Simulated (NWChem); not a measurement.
System: SrF$_{2}$, triplet; SMILES of the neutral closed-shell parent [F][Sr][F]

Input file for NWChem:

```
start job
memory heap 200 mb stack 900 mb global 1100 mb
geometry units angstroms
  Sr     0.000000     0.000000    -0.742050
  F      0.000000     0.979371     1.322291
  F      0.000000    -0.979371     1.322291
end
basis spherical
  Sr library 3-21g
  F library 3-21g
end
dft
  odft
  mult 3
  xc b3lyp
  iterations 150
end
driver
  maxiter 120
end
task dft optimize
task dft freq
```

In the optimisation the excess spin sits in a1 and b2 (C2v, its own frame). The spin multiplicity was typed, not searched, and may not be the lowest. No stability test was run on the SCF state. B3LYP is NWChem's, with the RPA form of VWN correlation.

The level has its own optimisation; frequencies are unscaled.

Task: Give the results of this calculation. (B3LYP/3-21G, non-relativistic, spin-unrestricted.) Quantities: r F–Sr (Å); highest harmonic frequency (cm⁻¹); lowest (cm⁻¹); zero-point energy (kcal/mol); dipole (D).

Result: 
| Property | Result |
|---|---|
| r F–Sr (Å) | 2.402 |
| highest harmonic frequency (cm⁻¹) | 494 |
| lowest (cm⁻¹) | 268 |
| zero-point energy (kcal/mol) | 1.5 |
| dipole (D) | 3.89 |
